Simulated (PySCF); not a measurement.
`C[c+]1nc1Br`, [C₃H₃BrN]+, charge +1

Geometry (Å), atoms numbered from 1 in this order:
```xyz
8

C    -1.170   -0.121    0.050
C     0.187    0.265   -0.014
N     1.059    1.287   -0.058
C     1.564    0.045   -0.075
Br    3.036   -0.953   -0.136
H    -1.717    0.340   -0.785
H    -1.315   -1.200    0.061
H    -1.635    0.345    0.932
```

Total charge +1.

Theory: TDDFT BHandHLYP/def2-SVPD excited states, vertical, gas phase in PySCF 2.14.0. Geometry: GFN2-xTB.

The calculation is non-relativistic, which matters for the atoms heavier than Zn.

(1) How strongly do the lowest singlets absorb one photon, and two photons of half the energy?

Results:

(1) δ for parallel linear polarisation; σ at the peak of a Lorentzian of half width 0.1 eV, single beam; Ω is circular over linear.
| state | E (eV) | f | photon λ (nm) | δ (au) | σ (GM) | Ω | main |
| --- | --- | --- | --- | --- | --- | --- | --- |
| S1 | 4.63 | 0.002 | 536 | <0.1 | 0.00 | – | HOMO→LUMO 0.82, HOMO−2→LUMO 0.13 |
| S2 | 5.38 | 0.001 | 461 | 0.25 | 0.00 | 1.50 | HOMO→LUMO+1 0.80, HOMO−2→LUMO+1 0.10 |
| S3 | 6.55 | 0.000 | 378 | 0.88 | 0.01 | 1.50 | HOMO−2→LUMO 0.69, HOMO−2→LUMO+1 0.14 |
| S4 | 6.68 | 0.158 | 371 | 43.8 | 0.72 | 0.77 | HOMO−1→LUMO 0.84, HOMO−1→LUMO+1 0.10 |
| S5 | 6.87 | 0.001 | 361 | 4.71 | 0.08 | 0.93 | HOMO→LUMO+2 0.87 |

Among these, the strongest one-photon state is S4, the strongest two-photon state S4.
